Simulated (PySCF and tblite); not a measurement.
Values are calculated unless marked as measured or tabulated.
propiophenone, C9H10O, numbered as in [CH3:1][CH2:2][C:3](=[O:4])[c:5]1[cH:6][cH:7][cH:8][cH:9][cH:10]1.

The ensemble was built from 90 distance-geometry starts (ETKDG and KDG, MMFF94s, GFN2-xTB) and rests on GFN2-xTB geometries. Free energies are B3LYP-D3(BJ)/def2-SVP (IEF-PCM, chloroform) single points with GFN2-xTB rigid-rotor and vibrational terms (modes under about 100 cm⁻¹ blended into free rotors). Symmetry numbers and mirror images are counted. Conformers within 3 kcal/mol (GFN2-xTB free energy) were kept, 4 at most. Programs: PySCF with density fitting and tblite.

An NOE distance is ⟨r⁻⁶⟩^(−1/6) over all pairs of like atoms and, for the average, over conformers.

Torsions listed: C1–C2–C3–O4, O4–C3–C5–C6. Of a mirror pair one member is shown.

| conformer | shape | weight % |
| --- | --- | --- |
| 1 | 0°, 0° | 96.9 |
| 2 | -115°, 23° | 3.1 |

(1) Which H–H contacts under 3.5 Å would NOEs report (pairs on one atom left out) at 298.15 K?

Results:

(1) 
| pair | in 1 (Å) | in 2 (Å) | average (Å) |
| --- | --- | --- | --- |
| H7/H9 ··· H8 | 2.47 | 2.47 | 2.47 |
| H1 ··· H2 | 2.61 | 2.61 | 2.61 |
| H2 ··· H6/H10 | 2.62 | 2.72 | 2.62 |
| H6/H10 ··· H7/H9 | 2.75 | 2.75 | 2.75 |

Longer pairs under the limit may be missing.
